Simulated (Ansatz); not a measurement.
# C2H5BClF (SMILES BC(F)CCl): the vertical ionisation energy from total energies

The species is C2H5BClF (10 atoms), meant as a singlet with charge 0. As SMILES, `BC(F)CCl`. Geometry: relaxed at PBE0-D4/def2-TZVP. This is one conformer, not always the lowest.

Both states at this one shape; open shells run unrestricted unless said. 1 Eh = 27.2114 eV.

```tsv
level	program	singlet C2H5BClF (Eh)	doublet C2H5BClF+ (Eh)
r2SCAN/def2-SVP	Ansatz	-663.631326	-663.246232
MP2/def2-SVP, 9 core orbitals frozen	Ansatz	-662.607338	-662.199911
```

Problem. Work out the vertical ionisation energy at each level.

Solution. 
1. r2SCAN/def2-SVP: -663.246232 − (-663.631326) = 0.385094 Eh = 10.48 eV.
2. MP2/def2-SVP: -662.199911 − (-662.607338) = 0.407427 Eh = 11.09 eV.

No measured value is set beside it here; the levels span 10.48 to 11.09 eV.
